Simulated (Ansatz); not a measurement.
Ligand exchange: C3H6O2 + Si(CH3)2(OH)(SiH3) → C3H6O3 + SiH(CH3)2(SiH3)

Gas-phase species: C3H6O2 (methoxyacetaldehyde) `COCC=O`, singlet; Si(CH3)2(OH)(SiH3), singlet; C3H6O3 (methoxyacetic acid) `COCC(=O)O`, singlet; SiH(CH3)2(SiH3), singlet. The partners trade H for OH: C–H and Si–OH bonds give way to C–OH and Si–H.

Shapes, held fixed at every level: PBE0-D4/def2-TZVP. Flexible molecules stand in one conformer, not always the lowest. Programs: Ansatz 0.2.0. Electronic energies: no zero-point or thermal term.

| level | kind | ΔE (kJ/mol) | less CCSD(T)/CBS estimate |
| --- | --- | --- | --- |
| HF/def2-TZVPP | Hartree–Fock | +64.7 | -3.0 |
| r2SCAN-D4/def2-TZVPP | meta-GGA | +52.7 | -15.0 |
| B3LYP-D4/def2-TZVPP | global hybrid | +60.5 | -7.2 |
| wB97X-V/def2-TZVPP | range-separated hybrid | +55.2 | -12.5 |
| B2PLYP/def2-TZVPP | double hybrid | +62.3 | -5.4 |
| MP2/def2-TZVPP | perturbation theory | +65.9 | -1.8 |
| CCSD(T)/CBS estimate | coupled cluster or CI | +67.7 | 0.0 |

The highest level, CCSD(T)/CBS estimate, gives ΔE = +67.7 kJ/mol; the levels span +52.7 to +67.7. The column of differences is taken from that level and isn't an error. No measured value is set beside it here. The CBS estimate extrapolates MP2 from def2-TZVPP and def2-QZVPP and adds CCSD(T) − MP2 in the triple-zeta set, cores frozen.
